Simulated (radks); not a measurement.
Neutral selenium inside a hard spherical wall (all orbitals vanish at R), configuration held at [Ar] 3d10 4s2 4p4 and not refilled when levels cross. All-electron calculation, scalar-relativistic Kohn-Sham, PBE, spin-polarised, spherical densities, point nucleus; open shells are filled with parallel spins first. Program: a radial shooting solver on a logarithmic mesh with Libxc functionals. Eigenvalues in eV for spin up, with the zero of energy where the potential of the charges vanishes at infinity; a dash marks a level that is unbound or too diffuse for the functional's potential to be trusted. A positive occupied level is held by the wall or, in an anion where self-interaction has pushed it up, behind a barrier. The pressure on the wall is -dE/dV.

R (bohr)  E (hartree)  kinetic (hartree)    e(3p)    e(3d)    e(4s)   e(4p)  e(5s, empty)  e(5p, empty)  pressure (GPa)
free      -2429.99112           2479.639  -152.91  -53.082  -17.906  -7.117             -             -               0
20        -2429.99112           2479.639  -152.91  -53.082  -17.906  -7.117             -             -        < 0.0001
8         -2429.99009           2479.649  -152.83  -53.003  -17.841  -7.055         0.816         3.420          0.0517
7         -2429.98705           2479.673  -152.67  -52.841  -17.713  -6.929         1.961         5.309           0.268
5         -2429.92400           2480.050  -150.88  -51.074  -16.407  -5.497         9.550        15.924            9.08
3         -2428.49813           2485.773  -137.00  -37.460   -4.579   9.104        63.203        77.442             662
1.5       -2397.75864           2576.872  -59.204   42.474   147.07  177.06        518.98        538.83           89500
